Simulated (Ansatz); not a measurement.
Geometry optimisation, RKS B3LYP/def2-SVP in Ansatz 0.2.0.

input.yaml

```yaml
crystal:
  periodic: [false, false, false]
  atoms:
    - { symbol: O, position_ang: [-1.49758, 0.42762, 0.72944] }
    - { symbol: Ge, position_ang: [-0.0911, 0.02604, 0.04449] }
    - { symbol: H, position_ang: [-0.06231, -0.0749, -1.51767] }
    - { symbol: H, position_ang: [0.52628, -1.35701, 0.44138] }
    - { symbol: H, position_ang: [-2.11038, 0.98115, 1.2755] }
total_charge: -1
basis:
  gaussian: { orbitals: def2-SVP }
hamiltonian:
  xc: b3lyp
relax:
  f_tol: 0.02
  max_steps: 50
```

Command:

```bash
$ ansatz run input.yaml --threads 1 --pin off --max-ram 2048MiB --backend cpu --events-out ev --progress --plain --runs-dir out
```

Task: Where does it end, and by what steps?

Result: It converged. Limits of this set-up: an anion without diffuse functions, the dipole of an ion depends on the origin. After 8 steps the energy has fallen by 2.471 eV; O1 moved furthest, 0.36 Å. The start is strongly strained (largest force component 9 eV/Å).

```json
{"step": "0", "energy less start (eV)": "0.0000", "largest force component (eV/Å)": "9.486", "accepted": "yes"}
{"step": "1", "energy less start (eV)": "-1.4572", "largest force component (eV/Å)": "4.636", "accepted": "yes"}
{"step": "2", "energy less start (eV)": "-2.0021", "largest force component (eV/Å)": "1.219", "accepted": "yes"}
{"step": "3", "energy less start (eV)": "-2.2905", "largest force component (eV/Å)": "0.826", "accepted": "yes"}
{"step": "4", "energy less start (eV)": "-2.2873", "largest force component (eV/Å)": "2.937", "accepted": "no"}
{"step": "5", "energy less start (eV)": "-2.4342", "largest force component (eV/Å)": "0.347", "accepted": "yes"}
{"step": "6", "energy less start (eV)": "-2.4685", "largest force component (eV/Å)": "0.089", "accepted": "yes"}
{"step": "7", "energy less start (eV)": "-2.4707", "largest force component (eV/Å)": "0.025", "accepted": "yes"}
{"step": "8", "energy less start (eV)": "-2.4708", "largest force component (eV/Å)": "0.002", "accepted": "yes"}
```

```xyz
5
Properties=species:S:1:pos:R:3
O -1.765 0.197 0.659
Ge 0.077 0.240 0.134
H -0.142 -0.097 -1.453
H 0.425 -1.331 0.434
H -1.830 0.993 1.200
```

Whether the end is a true minimum wasn't checked by a vibrational analysis.

Run time: 15 s on 1 thread of Arm Neoverse V1 (shared host), peak memory 0.11 GiB.
